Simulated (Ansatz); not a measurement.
`FC(F)(F)Sc1ccc(Sc2ccc(Sc3ccc(C(F)(F)F)cc3)cc2)cc1` with charge -1. Total charge -1; doublet. Geometry PBE-D4/def2-SVP, that of the neutral singlet; atoms count from 1.

```xyz
41

F    -4.6974   -3.2159   -2.1452
C    -4.8934   -3.3376   -3.4753
F    -5.7725   -4.3313   -3.6891
F    -3.7092   -3.6853   -4.0170
S    -5.5855   -1.8115   -4.2252
C    -4.2447   -0.7028   -3.8096
C    -4.2143   -0.0704   -2.5508
C    -3.1727    0.8047   -2.2283
C    -2.1389    1.0430   -3.1592
S    -0.8196    2.1985   -2.8556
C    -0.4692    1.9861   -1.1225
C    -0.1547    3.1344   -0.3702
C     0.2269    3.0133    0.9738
C     0.2604    1.7487    1.5885
S     0.6395    1.6321    3.3279
C     2.1449    0.6832    3.3507
C     2.5239    0.1282    4.5931
C     3.7150   -0.5934    4.7066
C     4.5389   -0.7834    3.5824
C     5.7863   -1.6211    3.6969
F     5.5152   -2.9449    3.5523
F     6.3800   -1.4739    4.9072
F     6.7006   -1.3004    2.7494
C     4.1623   -0.2309    2.3467
C     2.9775    0.5040    2.2275
C    -0.0772    0.6003    0.8396
C    -0.4142    0.7135   -0.5113
C    -2.1713    0.4105   -4.4192
C    -3.2246   -0.4527   -4.7453
H    -5.0205   -0.2638   -1.8284
H    -3.1609    1.3083   -1.2508
H    -0.2075    4.1269   -0.8423
H     0.4910    3.9071    1.5580
H     1.8762    0.2627    5.4728
H     4.0092   -1.0168    5.6779
H     4.8124   -0.3652    1.4702
H     2.7014    0.9437    1.2589
H    -0.0556   -0.3887    1.3211
H    -0.6514   -0.1878   -1.0951
H    -1.3575    0.5863   -5.1387
H    -3.2487   -0.9577   -5.7219
```

Single mean-field runs in def2-TZVP are fitted with def2-universal-jkfit. The highest occupied level of the charge -1 doublet lies above zero (up to 0.45 eV). By energy differences its removal costs 0.70 eV (vertical, to the charge 0 singlet, at PBE0-D4/def2-TZVP); self-interaction error and the lack of diffuse functions both raise the level.

Q: Estimate the Mulliken populations of the heavy atoms from the PBE0/def2-TZVP orbitals of Ansatz.

A: 
```json
{"atom": "F1", "charge (e)": "-0.16", "spin (α − β)": "0.00"}
{"atom": "C2", "charge (e)": "0.40", "spin (α − β)": "0.03"}
{"atom": "F3", "charge (e)": "-0.17", "spin (α − β)": "0.00"}
{"atom": "F4", "charge (e)": "-0.16", "spin (α − β)": "0.00"}
{"atom": "S5", "charge (e)": "-0.18", "spin (α − β)": "0.02"}
{"atom": "C6", "charge (e)": "0.11", "spin (α − β)": "0.14"}
{"atom": "C7", "charge (e)": "-0.18", "spin (α − β)": "0.01"}
{"atom": "C8", "charge (e)": "-0.21", "spin (α − β)": "0.04"}
{"atom": "C9", "charge (e)": "0.14", "spin (α − β)": "0.16"}
{"atom": "S10", "charge (e)": "-0.12", "spin (α − β)": "-0.03"}
{"atom": "C11", "charge (e)": "0.13", "spin (α − β)": "0.17"}
{"atom": "C12", "charge (e)": "-0.23", "spin (α − β)": "0.02"}
{"atom": "C13", "charge (e)": "-0.19", "spin (α − β)": "0.05"}
{"atom": "C14", "charge (e)": "0.11", "spin (α − β)": "0.16"}
{"atom": "S15", "charge (e)": "-0.13", "spin (α − β)": "0.00"}
{"atom": "C16", "charge (e)": "0.12", "spin (α − β)": "0.06"}
{"atom": "C17", "charge (e)": "-0.20", "spin (α − β)": "0.00"}
{"atom": "C18", "charge (e)": "-0.21", "spin (α − β)": "0.02"}
{"atom": "C19", "charge (e)": "0.07", "spin (α − β)": "0.04"}
{"atom": "C20", "charge (e)": "0.44", "spin (α − β)": "0.00"}
{"atom": "F21", "charge (e)": "-0.17", "spin (α − β)": "0.00"}
{"atom": "F22", "charge (e)": "-0.18", "spin (α − β)": "0.00"}
{"atom": "F23", "charge (e)": "-0.18", "spin (α − β)": "0.00"}
{"atom": "C24", "charge (e)": "-0.23", "spin (α − β)": "0.00"}
{"atom": "C25", "charge (e)": "-0.16", "spin (α − β)": "0.01"}
{"atom": "C26", "charge (e)": "-0.21", "spin (α − β)": "0.01"}
{"atom": "C27", "charge (e)": "-0.21", "spin (α − β)": "0.04"}
{"atom": "C28", "charge (e)": "-0.22", "spin (α − β)": "0.00"}
{"atom": "C29", "charge (e)": "-0.18", "spin (α − β)": "0.05"}
```
Mulliken values and Mayer orders depend strongly on the basis.

Q: Where does the spin sit?

A: Summed by element: F 0.00, C 1.02, S -0.01, H -0.02, of 1 unpaired in all. Largest on single atoms: C11 0.17, C9 0.16, C14 0.16.

Q: And the Mayer bond orders between bonded heavy atoms (over 0.3)?

A: F1–C2 1.12 (1.35 Å); C2–F3 1.10 (1.34 Å); C2–F4 1.13 (1.35 Å); C2–S5 1.11 (1.84 Å); S5–C6 0.91 (1.79 Å); C6–C7 1.28 (1.41 Å); C6–C29 1.27 (1.41 Å); C7–C8 1.47 (1.40 Å); C8–C9 1.23 (1.41 Å); C9–S10 1.02 (1.78 Å); C9–C28 1.27 (1.41 Å); S10–C11 1.01 (1.78 Å); C11–C12 1.27 (1.41 Å); C11–C27 1.21 (1.41 Å); C12–C13 1.49 (1.40 Å); C13–C14 1.27 (1.41 Å); C14–S15 0.94 (1.78 Å); C14–C26 1.24 (1.41 Å); S15–C16 1.08 (1.78 Å); C16–C17 1.30 (1.41 Å); C16–C25 1.32 (1.41 Å); C17–C18 1.46 (1.40 Å); C18–C19 1.32 (1.41 Å); C19–C20 1.03 (1.51 Å); C19–C24 1.33 (1.40 Å); C20–F21 1.15 (1.36 Å); C20–F22 1.13 (1.36 Å); C20–F23 1.13 (1.36 Å); C24–C25 1.43 (1.40 Å); C26–C27 1.48 (1.40 Å); C28–C29 1.49 (1.40 Å).
